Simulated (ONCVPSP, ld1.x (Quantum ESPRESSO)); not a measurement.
**Potentials for Si (Z = 14) compared**

Generated with ld1.x 7.5 (TM, RRKJ, ultrasoft, PAW), atompaw 4.2 or ONCVPSP 4.0.1. The cutoff is in Ry: for ld1.x and atompaw files where the sum of valence levels is converged to 10 mRy in a Bessel basis, for ONCV files where the hardest occupied wave has 1 mHa per electron of residual kinetic energy. The error is the largest all-electron minus pseudo excitation energy over each file’s own four to seven test configurations (ionisations up to +4, promotions, holes and added fractions of an electron), all of which were solved. The labels leave out finer settings (local radius, basis sizes, second energies), which also bear on the numbers. Spin-polarised tests are not counted. The rows are a selection from randomly drawn settings: files with unsolved tests, undetermined cutoffs or missed reference levels are left out.

A true bound ghost makes a file unfit for plane-wave use even where its test errors are small: the radial tests pick states by their node count and pass the ghost by.

```tsv
potential	cutoff (Ry)	largest error (meV)	bound ghosts
ONCV, BLYP, scalar-relativistic, rc 1.75/2.05/1.90 (spd), local smoothed, core correction yes, reference 3s2 3p2, qcut 3.7/3.4/4.5, projectors 1/2/1	16	+260	none
TM, PBE, scalar-relativistic, rc 1.85/2.15 (sp), local smoothed, core correction yes, reference 3s1.75 3p2.25	15	+61	none
ONCV, PBE, scalar-relativistic, rc 1.40/2.20 (sp), local s, core correction yes, reference 3s2 3p1, qcut 5.8/4.5, projectors 0/2	28	-45	none
ultrasoft, LDA (PZ), scalar-relativistic, rc 1.80/2.35 (sp), local smoothed, core correction yes, reference 3s2 3p2	10	-16	none
ONCV, PBEsol, scalar-relativistic, rc 1.60/1.95/2.10 (spd), local smoothed, core correction yes, reference 3s2 3p1, qcut 5.2/5.1/5.3, projectors 2/2/2	17	+40	s
```

Problem. Fill in the row for Si: ONCV, PBE, fully relativistic, rc 1.60/1.70 (sp), local smoothed, core correction no, reference 3s2, qcut 4.8/4.6, projectors 2/2.

Solution. cutoff 17 Ry, largest error +52 meV, bound ghosts: none.

Problem. Fill in the row for Si: ONCV, PBE, scalar-relativistic, rc 0.75/1.15/1.00 (spd), local smoothed, core correction yes, reference 2s2 2p6 3s1.75 3p2.25, qcut 21/11.3/8.7, projectors 2/2/3.

Solution. cutoff 245 Ry, largest error +3.2 meV, bound ghosts: d.
